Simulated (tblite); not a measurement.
Compound: C6H9P.
Structure used (GFN2-xTB), in Å, numbered top down from 1:
```
atom  x, y, z in Å
C1     2.176   -2.023    0.121
C2     2.346   -0.843    0.010
C3     2.493    0.584   -0.114
P4     0.900    1.513    0.303
C5    -0.211    0.613   -0.560
C6    -1.675    0.895   -0.549
C7    -2.443   -0.294    0.031
H8     2.051   -3.060    0.219
H9     2.783    0.849   -1.136
H10    3.272    0.938    0.567
H11    0.095   -0.260   -1.124
H12   -1.882    1.791    0.040
H13   -2.020    1.074   -1.572
H14   -3.512   -0.091    0.042
H15   -2.265   -1.187   -0.565
H16   -2.115   -0.491    1.049
```

Calculated harmonic vibrations of the isolated species, GFN2-xTB (tblite), most abundant isotopes, no scaling. This tight-binding method is rough: wavenumbers can miss measured ones by several per cent, in bad cases by 10 to 20. One conformer, not necessarily the lowest.

Harmonic wavenumbers (cm⁻¹): 33.8, 69.7, 77.7, 157.0, 177.0, 241.2, 282.0, 329.0, 383.7, 439.3, 620.1, 633.6, 697.0, 732.5, 798.9, 817.3, 911.0, 1003.7, 1027.0, 1068.3, 1074.9, 1098.1, 1174.8, 1188.8, 1231.1, 1286.6, 1363.1, 1408.5, 1408.9, 1476.6, 1497.6, 1503.9, 2282.8, 2923.8, 2929.9, 2945.2, 2974.9, 3018.3, 3029.6, 3032.8, 3036.1, 3400.0.

A = 3162, B = 1330, C = 992.5 MHz; mass 112.044 u (most abundant isotopes); point group C1, symmetry number 1.

Question: Zero-point energy?

Answer: Half the sum of the wavenumbers: 27893 cm⁻¹ = 79.75 kcal/mol.

Question: What is S at 400 K and 1 bar for an ideal gas of classical rigid rotors and harmonic oscillators?

Answer: Translation 41.54, rotation 29.61, vibration 36.37: S = 107.5 cal/(mol K).

Question: And Cp and H(400 K) − H(0)?

Answer: Cp = 41.68 cal/(mol K), of which vibrations give 33.73 (their classical limit is 42 R = 83.5); H(400 K) − H(0) = 10.34 kcal/mol without the zero-point energy, 7.16 from vibrations.

Question: What must be added to the electronic energy to get the Gibbs energy at 400 K and 1 bar?

Answer: ZPE + [H(400 K) − H(0)] − T·S = 79.75 + 10.34 − 43.01 = 47.08 kcal/mol.

Question: How do the functions run with temperature in this model?

Answer: 
| T (K) | S (cal/(mol K)) | Cp (cal/(mol K)) | H − H(0) (kcal/mol) | G − H(0) (kcal/mol) | ln q(vib) |
| --- | --- | --- | --- | --- | --- |
| 100 | 69.5 | 18.3 | 1.32 | -5.63 | 2.06 |
| 200 | 84.6 | 26.1 | 3.54 | -13.37 | 4.62 |
| 300 | 96.7 | 34.0 | 6.55 | -22.45 | 7.00 |
| 500 | 117.5 | 48.2 | 14.85 | -43.93 | 11.51 |
| 800 | 143.5 | 62.2 | 31.59 | -83.23 | 17.77 |
| 1000 | 158.1 | 68.4 | 44.68 | -113.42 | 21.60 |

q(vib) and H(0) count from the zero-point level.

Question: Blend soft modes into free rotors: weight 1/[1 + (100 cm⁻¹/ν̃)⁴] for the oscillator and the rest for a rotor with moment μB/(μ + B), μ = h/(8π²ν), B = 10⁻⁴⁴ kg m². What vibrational entropy results?

Answer: 32.52 cal/(mol K) in place of 36.37, which changes −T·S at 400 K by +1.54 kcal/mol.

Question: Which modes carry the vibrational entropy at 400 K?

Answer: 33.8 cm⁻¹: 6.18; 69.7 cm⁻¹: 4.74; 77.7 cm⁻¹: 4.53; 157.0 cm⁻¹: 3.15; 177.0 cm⁻¹: 2.92; 241.2 cm⁻¹: 2.33 cal/(mol K); the other 36 give 12.52 together.

Hindered rotation and anharmonicity are outside this model. Other conformers, if any are populated, would add a mixing term that is left out. The structure is chiral; the term R ln 2 for an equal mix with its mirror image is left out.
